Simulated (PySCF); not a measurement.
CH2I, SMILES [CH2]I, multiplicity 2.

Coordinates come from a PBE-D3(BJ)/def2-TZVP optimisation. The isomer is the one that the SMILES or the coordinates give; other isomers of the formula were not compared. The def2 effective core potentials stand for the cores of I; spin–orbit coupling is left out.

Level of theory: PySCF with CAM-B3LYP/def2-TZVPD.

Task: Estimate the frontier levels, dipole moment and polarisability. (An estimate is asked for; the answer gives what the named calculation found.)

Result: 
```
Item                                                                                                             Value
---------------------------------------------------------------------------------------------  -----------------------
α spin, highest occupied and lowest empty level                                                     -7.52 and -0.01 eV
β spin, highest occupied and lowest empty level                                                     -8.90 and -1.09 eV
dipole moment                                                                                                   0.74 D
quadrupole, principal values (traceless, Buckingham form, about the centre of nuclear charge)   -3.69, -0.73, 4.42 D·Å
mean static polarisability                                                                        48.2 bohr³ (7.14 Å³)
polarisability, principal values                                                                41.2, 42.6, 60.7 bohr³
⟨S²⟩                                                                                           0.757 (pure state 0.75)
```
